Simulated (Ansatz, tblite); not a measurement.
Cost and result up the ladder for MoO2(OH)2 (MoO₄H₂) (7 atoms). The state is a singlet with charge 0. Geometry: PBE0-D4/def2-SVP.

Cartesian coordinates in Å:
```
Mo 0.260 0.046 0.258
O 0.655 -1.060 1.449
O 1.235 1.397 0.422
O -1.521 0.565 0.438
H -2.183 0.137 0.993
O 0.540 -0.740 -1.409
H 1.014 -0.345 -2.150
```

Ansatz on 4 threads of Arm Neoverse V2 on a shared host; xTB runs through tblite on one thread. Times are rough, summed over both states, and most runs start from the orbitals of an earlier one. PBE0-D4/def2-TZVP serves as the yardstick here, not as an exact answer. The other state is a doublet.

In the def2 sets Mo takes a core potential; there is no spin–orbit coupling. The xTB rows come from tblite.

Raw xTB energies of ions are shifted by several eV.

```tsv
level	functions	wall time	vertical IE (eV)	difference from PBE0-D4/def2-TZVP (eV)
GFN2-xTB	27	0.006 s	15.90	4.67
GFN1-xTB	29	0.007 s	16.81	5.58
PBE-D4/def2-TZVP	176	5.3 s	10.98	-0.25
PBE0-D4/def2-TZVP	176	6.8 s	11.23	0.00
r2SCAN-D4/def2-TZVP (with forces)	176	11 s	11.10	-0.13
```
